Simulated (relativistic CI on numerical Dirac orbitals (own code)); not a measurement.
# One change at a time: Gd²⁺

Base calculation: Dirac-Coulomb-Breit CI, KLI orbitals optimised for each configuration, a model potential for QED, valence Slater integrals scaled by 0.85, P86 correlation energy added to each configuration.

Configurations in the expansion (outside the closed core [Xe]): 4f7 5d, 4f8, 4f7 6s, 4f7 6p, 4f7 7s, 4f7 7p, 4f6 6s2, 4f6 7s2. The list is cut by size and lacks configurations that can hold low levels.

The lowest level and the first level of each name with at least 55 % of one term (blank where a level has no safe partner in the second run):

```
       Level  Base (cm⁻¹)  Shift (cm⁻¹)
4f7 5d 9D°_2          0.0           0.0
4f7 5d 9D°_3        235.1           0.0
4f7 5d 9D°_4        579.6           0.0
4f7 5d 9D°_5       1075.2           0.0
4f7 5d 9D°_6       1802.1           0.0
4f7 5d 7D°_5      11449.7          -0.2
4f7 5d 7D°_4      11613.8          -0.2
4f7 5d 7D°_3      11819.7          -0.6
4f7 5d 7D°_2      11994.4          -0.2
4f7 5d 7D°_1      12125.0          -0.2
4f7 6s 9S°_4      12263.0       -3225.0
4f7 6s 7S°_3      15088.9       -3223.3
    4f8 7F_6      18898.6       +3748.0
    4f8 7F_5      20541.5       +3747.9
    4f8 7F_4      21561.5       +3747.7
    4f8 7F_3      22348.6       +3747.6
    4f8 7F_2      22902.9       +3747.6
    4f8 7F_1      23267.7       +3747.6
    4f8 7F_0      23446.2       +3747.6
4f7 5d 7F°_3      31768.2          -0.4
4f7 5d 7F°_2      31804.5          -0.1
4f7 5d 7F°_1      31834.5           0.0
```

Correlation outside the listed configurations is missing or only estimated: errors of thousands of cm⁻¹ between configurations and terms are usual at this charge. Rates and lifetimes follow the computed energies and can be off by large factors. The fine structure of a lone outer electron comes out too small, for d and f at times inverted, and misplaced configurations move strength between like terms. 18 of the 18 excited levels that our extract of the measured tables holds in this range could be paired (the sources list more); they are missed by 5484 cm⁻¹ on average and 16569 at most, and levels without a partner can miss by more. Some levels of the ground configuration have no partner and can miss by 10 % or more.

Task: One thing was changed in a second run, which moved the levels as shown. Which?
A. QED terms removed
B. no correlation estimate
C. valence Slater integrals scaled by 0.75
D. one mean potential for all configurations
E. Breit term removed
F. configuration mixing switched off

Result: B. No correlation estimate. A correlation estimate moves all levels of a configuration together before mixing; mixed levels move by a weighted share.

LS names give the leading component of a level, which can be under half, so a name can repeat, a term be missing and a line seem to break the LS rules.
